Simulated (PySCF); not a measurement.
SCF from a fresh guess for triplet [ReO2]-, at the PBE0 minimum. PySCF input:

```python
from pyscf import gto, scf, dft
mol = gto.M(atom='''
Re     0.000000     0.000000    -0.100077
O      1.590213    -0.000000     0.584870
O     -1.590213    -0.000000     0.584870''',
    basis={'Re': 'def2-SVPD', 'O': 'def2-SVPD'},
    ecp={'Re': 'def2-SVPD'},
    charge=-1, spin=2)
mf = dft.UKS(mol, xc='PBE0')
mf.grids.atom_grid = (50, 194)
aux = {'Re': 'def2-universal-JKFIT', 'O': 'def2-universal-JKFIT'}
mf = mf.density_fit(auxbasis=aux)
mf.conv_tol = 1e-08
mf.diis_space = 10
mf.max_cycle = 60
mf.init_guess = 'minao'
mf.verbose = 4
mf.kernel()
```

Excerpt of the output (cycles alone):

```
init E= -216.163985862789
cycle= 1 E= -228.162888013738  delta_E=  -12  |g|= 0.866  |ddm|= 5.61
cycle= 2 E= -225.200563486435  delta_E= 2.96  |g|= 2.56  |ddm|= 3.28
cycle= 3 E= -228.435325592535  delta_E= -3.23  |g|= 0.405  |ddm|= 2.67
cycle= 4 E= -228.499815869687  delta_E= -0.0645  |g|= 0.177  |ddm|= 1.26
cycle= 5 E= -228.520622512901  delta_E= -0.0208  |g|= 0.0405  |ddm|= 0.489
cycle= 6 E= -228.52209492617  delta_E= -0.00147  |g|= 0.0184  |ddm|= 0.09
cycle= 7 E= -228.523220231682  delta_E= -0.00113  |g|= 0.0127  |ddm|= 0.115
cycle= 8 E= -228.524083754732  delta_E= -0.000864  |g|= 0.0049  |ddm|= 0.142
cycle= 9 E= -228.524355512614  delta_E= -0.000272  |g|= 0.002  |ddm|= 0.103
cycle= 10 E= -228.524395041889  delta_E= -3.95e-05  |g|= 0.000969  |ddm|= 0.0455
cycle= 11 E= -228.524398165657  delta_E= -3.12e-06  |g|= 0.000141  |ddm|= 0.014
cycle= 12 E= -228.52439821777  delta_E= -5.21e-08  |g|= 4.89e-05  |ddm|= 0.00177
cycle= 13 E= -228.524398220432  delta_E= -2.66e-09  |g|= 1.56e-05  |ddm|= 0.000268
Extra cycle  E= -228.524398220666  delta_E= -2.34e-10  |g|= 1.23e-05  |ddm|= 6.69e-05
converged SCF energy = -228.524398220666  <S^2> = 2.0145201  2S+1 = 3.0096645
```

No lower solution of this spin was found from smeared starts or by a stability analysis within the unrestricted form.

Open d and f shells are described by one determinant, and the ground state may have another occupation or spin. Spin–orbit coupling, left out here, can matter for elements this heavy.

The search for the lowest solution, 3 starts and the stability check together, took 17 s on 2 threads of a shared Arm Neoverse N1 host, with 81 basis functions; the process peaked at 0.35 GiB. Launch command: `OMP_NUM_THREADS=2 python axn.py task.json out`.
